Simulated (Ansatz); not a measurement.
```yaml
atoms:
  - { symbol: S, position_ang: [0.0000, 0.0000, -0.5006] }
  - { symbol: O, position_ang: [0.0000, 0.0000, 1.0013] }
```

Basis set: def2-TZVP (spherical functions). Left uncorrelated: 6 orbitals. Charge 0, multiplicity 3.

Computed with Ansatz (development build ahead of 0.2.0); each method stands on the lowest determinant of its kind that the runs found.

(1) Give the atomization energy at this shape (free ground-state atoms in the same class of orbitals less the molecule, no zero-point energy) of triplet SO by UHF-MP2, UHF.

Answers

(1)

```
 method  atomization energy
UHF-MP2     126.97 kcal/mol
    UHF      53.21 kcal/mol
```
